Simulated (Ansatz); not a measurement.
Ansatz (a first-principles code) input (wB97X-V/def2-TZVP):

Ansatz 0.2 input:
```yaml
crystal:
  periodic: [false, false, false]
  atoms:
    - {symbol: O, position_ang: [1.16286152, -0.20239142, -0.09139627]}
    - {symbol: Si, position_ang: [-0.46776482, 0.06932882, 0.03513133]}
    - {symbol: H, position_ang: [-1.07060418, -0.61167173, 1.20401702]}
    - {symbol: H, position_ang: [-1.20301448, -0.28673947, -1.20022050]}
    - {symbol: H, position_ang: [-0.48056609, 1.54693909, 0.23553510]}
basis:
  gaussian:
    orbitals: def2-TZVP
hamiltonian:
  xc: {name: wB97X-V}
magnetization: {spin_polarized: true, initial_magnetization: 1}
relax: {f_tol: 0.003, max_steps: 100}
```

End of the output:

```
535 factors; their error is unknown
integrals: 0.06 GiB planned
165 factors; integrals over basis functions are off by at most 3.3e-6 eV
mean field: 0.36 GiB planned
mean field -9971.05020178 eV, -366.4293362948 hartree, gradient 5.4e-6 eV, S^2 0.754053; 0 other end points of the search recorded, 0 dependent functions left out
the calculation of the forces begins
reference -9971.05020018 eV, -366.4293362359 hartree; 13, 12 occupied and 73, 74 virtual orbitals, 535 factors
relax step   3: F+E_penalty+E_count = -9971.05020178 eV  Δ(F+E_penalty+E_count) = -6.045e-4 eV  max|allowed force component| = 1.545e-2 eV/Å  Δτ_max = 0.0051 Å  (51 SCF iters, accepted)
these checks for a lower state are left out or cut short: starts, cluster_reference, orbital_swaps, neighbouring_geometries, increment
integrals: 0.03 GiB planned
535 factors; their error is unknown
integrals: 0.06 GiB planned
165 factors; integrals over basis functions are off by at most 3.3e-6 eV
mean field: 0.36 GiB planned
mean field evaluation 64: about -9971.0502 eV, gradient 2.3e-5 eV
mean field -9971.05022588 eV, -366.4293371805 hartree, gradient 8.9e-6 eV, S^2 0.754050; 0 other end points of the search recorded, 0 dependent functions left out
the calculation of the forces begins
reference -9971.05022428 eV, -366.4293371216 hartree; 13, 12 occupied and 73, 74 virtual orbitals, 535 factors
relax step   4: F+E_penalty+E_count = -9971.05022588 eV  Δ(F+E_penalty+E_count) = -2.410e-5 eV  max|allowed force component| = 4.758e-3 eV/Å  Δτ_max = 0.0015 Å  (41 SCF iters, accepted)
these checks for a lower state are left out or cut short: starts, cluster_reference, orbital_swaps, neighbouring_geometries, increment
integrals: 0.03 GiB planned
535 factors; their error is unknown
integrals: 0.06 GiB planned
165 factors; integrals over basis functions are off by at most 3.3e-6 eV
mean field: 0.36 GiB planned
mean field -9971.05022867 eV, -366.4293372830 hartree, gradient 9.1e-6 eV, S^2 0.754049; 0 other end points of the search recorded, 0 dependent functions left out
the calculation of the forces begins
reference -9971.05022707 eV, -366.4293372241 hartree; 13, 12 occupied and 73, 74 virtual orbitals, 535 factors
relax step   5: F+E_penalty+E_count = -9971.05022867 eV  Δ(F+E_penalty+E_count) = -2.788e-6 eV  max|allowed force component| = 3.713e-4 eV/Å  Δτ_max = 0.0008 Å  (40 SCF iters, accepted)
integrals: 0.03 GiB planned
535 factors; their error is unknown
integrals: 0.06 GiB planned
165 factors; integrals over basis functions are off by at most 3.3e-6 eV
mean field: 0.36 GiB planned
mean field evaluation 96: about -9971.0502 eV, gradient 1.4e-2 eV
mean field -9971.05022867 eV, -366.4293372830 hartree, gradient 9.1e-6 eV, S^2 0.754049; 2 other end points of the search recorded, 0 dependent functions left out
the calculation of the forces begins
reference -9971.05022707 eV, -366.4293372241 hartree; 13, 12 occupied and 73, 74 virtual orbitals, 535 factors
Total energy: -9971.05022707 eV, -366.4293372241 hartree
Atom 0 at     1.163652    -0.212010    -0.092740 Å, force     0.000126    -0.000096    -0.000020 eV/Å
Atom 1 at    -0.472441     0.080488     0.036897 Å, force     0.000371     0.000273     0.000016 eV/Å
Atom 2 at    -1.066933    -0.616029     1.202536 Å, force    -0.000158    -0.000113     0.000317 eV/Å
Atom 3 at    -1.199269    -0.291279    -1.200351 Å, force    -0.000193    -0.000027    -0.000316 eV/Å
Atom 4 at    -0.484098     1.554296     0.236724 Å, force    -0.000147    -0.000037     0.000003 eV/Å
Dipole moment:    -0.337510     0.049307     0.025252 e Å
```

It need not be the lowest isomer of its formula.
